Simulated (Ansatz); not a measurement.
Si$_{2}$H$_{8}$SO, singlet: a trajectory.

Input (in.yaml):

```yaml
crystal:
  periodic: [false, false, false]
  atoms:
    - {symbol: Si, position_ang: [-1.274109, -0.710942, -0.817264]}
    - {symbol: Si, position_ang: [0.491526, -1.338616, 0.602870]}
    - {symbol: H, position_ang: [-1.381703, -1.685393, -1.933455]}
    - {symbol: H, position_ang: [-2.537809, -0.779500, -0.026243]}
    - {symbol: O, position_ang: [-1.046679, 0.770861, -1.492389]}
    - {symbol: H, position_ang: [0.845362, 1.914133, 1.487694]}
    - {symbol: S, position_ang: [0.881063, 2.728672, 0.420547]}
    - {symbol: H, position_ang: [1.815660, -1.132716, -0.049533]}
    - {symbol: H, position_ang: [0.488558, -0.534344, 1.860261]}
    - {symbol: H, position_ang: [0.372438, -2.772181, 0.986981]}
    - {symbol: H, position_ang: [-0.606593, 1.439107, -0.949001]}
    - {symbol: H, position_ang: [1.952286, 2.100817, -0.090368]}
basis:
  gaussian: {orbitals: def2-SVP}
hamiltonian: {xc: pbe0, dispersion: d4}
md: {n_steps: 30, timestep: 0.5, temperature: 1500, ensemble: nose, seed: 272, initial_velocities: maxwell_boltzmann}
```

Launched with

```bash
ansatz run in.yaml --threads 4 --pin off --events-out ev --progress --plain --max-ram 9574MiB
```

The run's output (Ansatz 0.2.0):

```
Error: YAML parse error: error: line 19 column 63: unknown variant `nose`, expected one of nve, nve_milne, nvt_langevin, nvt_nose_hoover, npt_langevin
  --> <input>:19:63
   |
17 |   gaussian: {orbitals: def2-SVP}
18 | hamiltonian: {xc: pbe0, dispersion: d4}
19 | md: {n_steps: 30, timestep: 0.5, temperature: 1500, ensemble: nose, seed: 272, initial_velocities: maxwell_boltzmann}
   |                                                               ^ unknown variant `nose`, expected one of nve, nve_milne, nvt_langevin, nvt_nose_hoover, npt_langevin
```

The run took about 0.05 s on 4 CPU threads of an Arm Neoverse V2 (shared host).


The program refused the input. The ensemble's name is not one that the program knows.